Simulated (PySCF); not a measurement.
B2ClH7P2.
Bonds: Cl1–B2, B2–P3, P3–B4, B4–P5, B2–P5. Hydrogens: H6 on B2; H7, H8 on P3; H9, H10 on B4; H11, H12 on P5.

Computed by this run: PBE0-D3(BJ)/def2-SVP geometry optimisation, gas phase (PySCF 2.14.0); density fitting, grid level 1; the optimiser is geomeTRIC in internal coordinates, started from a GFN2-xTB structure with every atom displaced at random (about 0.01 Å).

At the end of the run (lengths in Å): B4–H9 1.217, P3–B4 1.972, B2–H6 1.219, P5–H11 1.416, Cl1–B2 1.810, B2–P3 1.982, P5–H12 1.415, Cl1–B2–P3 121.1°, B2–P3–B4 90.2°, P3–B2–P5 85.5°, P3–B4–P5 86.1°, Cl1–B2–P3–B4 -145°, B2–P3–B4–P5 21°, P3–B4–P5–B2 -21°, H6–B2–P5–B4 -82°, H6–B2–P3–B4 82°.

Question: These geometries were met on the way; a selection of coordinates is given. Order them by energy above the end point, lowest first.
A. B4–H9 1.164, P3–B4 1.924, B2–H6 1.183, P5–H11 1.384, Cl1–B2 1.841, B2–P3 1.959, P5–H12 1.393, Cl1–B2–P3 113.5°, B2–P3–B4 91.9°, P3–B2–P5 85.4°, P3–B4–P5 85.7°, Cl1–B2–P3–B4 -135°, B2–P3–B4–P5 20°, P3–B4–P5–B2 -20°, H6–B2–P5–B4 -93°, H6–B2–P3–B4 93°
B. B4–H9 1.225, P3–B4 1.977, B2–H6 1.224, P5–H11 1.424, Cl1–B2 1.802, B2–P3 2.002, P5–H12 1.419, Cl1–B2–P3 119.8°, B2–P3–B4 91.3°, P3–B2–P5 84.5°, P3–B4–P5 86.1°, Cl1–B2–P3–B4 -140°, B2–P3–B4–P5 19°, P3–B4–P5–B2 -19°, H6–B2–P5–B4 -86°, H6–B2–P3–B4 87°
C. B4–H9 1.215, P3–B4 1.971, B2–H6 1.216, P5–H11 1.415, Cl1–B2 1.815, B2–P3 1.985, P5–H12 1.415, Cl1–B2–P3 119.8°, B2–P3–B4 90.5°, P3–B2–P5 85.6°, P3–B4–P5 86.3°, Cl1–B2–P3–B4 -142°, B2–P3–B4–P5 20°, P3–B4–P5–B2 -20°, H6–B2–P5–B4 -84°, H6–B2–P3–B4 85°

Answer: C (0.002 eV), B (0.014 eV), A (0.208 eV).

```json
{"step": "4", "E above end (eV)": "0.002", "rms distance from the end, all atoms (Å)": "0.041", "largest force (eV/Å)": "0.121", "rms shift of all bonds from the end (Å)": "0.002"}
{"step": "1", "E above end (eV)": "0.014", "rms distance from the end, all atoms (Å)": "0.072", "largest force (eV/Å)": "0.413", "rms shift of all bonds from the end (Å)": "0.009"}
{"step": "0", "E above end (eV)": "0.208", "rms distance from the end, all atoms (Å)": "0.141", "largest force (eV/Å)": "1.329", "rms shift of all bonds from the end (Å)": "0.030"}
```

Rows stand in the order of the answer.
